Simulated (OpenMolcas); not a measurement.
## d1 ions of charge +4 down a group with 6 chloride ligands in octahedral coordination

| Item | Value |
| --- | --- |
| Program | OpenMolcas 26.06 |
| Method | SS-CASPT2, IPEA 0.25 Eh, imaginary shift 0.1 Eh |
| Spin-orbit coupling | RASSI with atomic mean-field integrals over the reference wave functions |

The d shell is active; CASPT2 correlates the ligand valence shells and the outer metal core. Anionic complexes are neutralised by point charges behind the ligands. Distances were set from a Shannon-type radius of the metal (high-spin where two are listed) plus a fixed donor radius (Cl 1.76 Å). Ligand basis ANO-RCC-VTZP, DKH2 Hamiltonian. States (labels of O, the rotations of Oh). Energies in cm-1 above the lowest state or level, χT in cm3 K/mol; under a threefold ground state the first gap can be a small split of the lowest multiplet, not the spin-orbit step; 10Dq is the gap between the two states. Spin-only χT is S(S+1) / 2 for the spin of the ground state.

```tsv
Ion	Shell	R (Å)	Metal basis	Outer charge (e at Å behind ligand)	Ground state	First state of that spin	10Dq	First gap with spin-orbit (degeneracies)	χT at 300 K	Spin-only χT
V4+	3d1	2.34	ANO-RCC-VTZP	0.33 at 2.4	2T2	2E 20020	20018	320 (4, 2)	0.373	0.375
Nb4+	4d1	2.44	ANO-RCC-VTZP	0.33 at 2.8	2T2	2E 22730	22730	900 (4, 2)	0.164	0.375
```

The rows also differ in their outer charges, so part of each step comes from that.

|10Dq| changes by a factor of 22730 / 20018 = 1.14 from V4+ to Nb4+.

χT departs most from the spin-only value for Nb4+, by -0.211 cm3 K/mol.

Roots that are degenerate in the reference are averaged as groups; the widest CASPT2 spread within a group is 110 cm-1 (the 3-fold group of multiplicity 2 near 0 cm-1 above the lowest state of its run, Nb4+). Shifts and gaps below about the spread of the groups concerned are not significant. Over all roots computed the reference weight is 0.61 in V4+, 0.63 in Nb4+; a low but even weight reflects the number of correlated electrons. An orbital triplet at a regular site is open to Jahn-Teller coupling, which can distort the site and quench the lowest spin-orbit gaps and is left out. Ligand-to-metal charge-transfer states are missing. With one d shell and no ligand orbital active, 10Dq can be off by a tenth or more. The least metal-like active orbital is 74 % on the metal (Löwdin) and no ligand orbital is active, so the numbers are rough (holds for V4+). The least metal-like active orbital is 67 % on the metal (Löwdin) and no ligand orbital is active, so the numbers are rough (holds for Nb4+). No measured value stands beside these numbers; the geometry is a model, was not optimised and need not be the one that this ion takes.
